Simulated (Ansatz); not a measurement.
`CS[SiH](C)S` + H–F → `C[SiH](F)S` + CH₃SH at 600 K and 1 bar (ligand exchange at the Si–S bond).

Computed with Ansatz on PBE0-D4/def2-TZVP structures; ΔE is electronic, products minus reactants. CBS: MP2 limit from def2 TZ/QZ plus the TZ coupled-cluster correction, frozen cores. This one scheme is used for every species. One conformer a species, not always the lowest.

```csv
species,CCSD(T)/CBS energy (Eh),H − E (kJ/mol),S (J/(mol·K))
`CS[SiH](C)S`,-1165.62487,325.9,502.1
H–F,-100.39570,42.3,194.0
`C[SiH](F)S`,-827.81979,208.6,412.0
CH₃SH,-438.22835,152.3,296.8
```

H − E and S are ideal-gas, rigid-rotor, harmonic terms from PBE0-D4/def2-TZVP, for one conformer and one mirror image of each species. 1 Eh = 2625.50 kJ/mol, R = 8.31446 J/(mol·K).

Q: By hand: ΔE, ΔH, ΔS and ΔG.

A: ΔE = (-827.81979) + (-438.22835) − (-1165.62487) − (-100.39570) = -0.02757 Eh = -72.4 kJ/mol. Δ(H − E) = 208.6 + 152.3 − 325.9 − 42.3 = -7.3, so ΔH = -79.7 kJ/mol. ΔS = 412.0 + 296.8 − 502.1 − 194.0 = 12.7 J/(mol·K). ΔG = -79.7 − 600 × (12.7)/1000 = -87.3 kJ/mol.

Q: By hand: the equilibrium constant, and the temperature at which ΔG would vanish if ΔH and ΔS stayed fixed.

A: log₁₀ K = −ΔG/(RT ln 10) = 7.6. ΔH and −TΔS have one sign here, so there is no such temperature.

The number of gas molecules stays the same, so ΔS is small and ΔH decides. A doubt of 5 kJ/mol in ΔE shifts log₁₀ K by 0.4 here. Other conformers and mirror images would add mixing entropy, several J/(mol·K) or more a flexible species. These are equilibria of isolated gas molecules and say nothing of rates. Largest T1 diagnostic: 0.011 (customary marks: 0.02 for closed shells, 0.045 for open ones).

ΔS is within the doubt of such terms, so its sign, and with it that verdict, could turn.
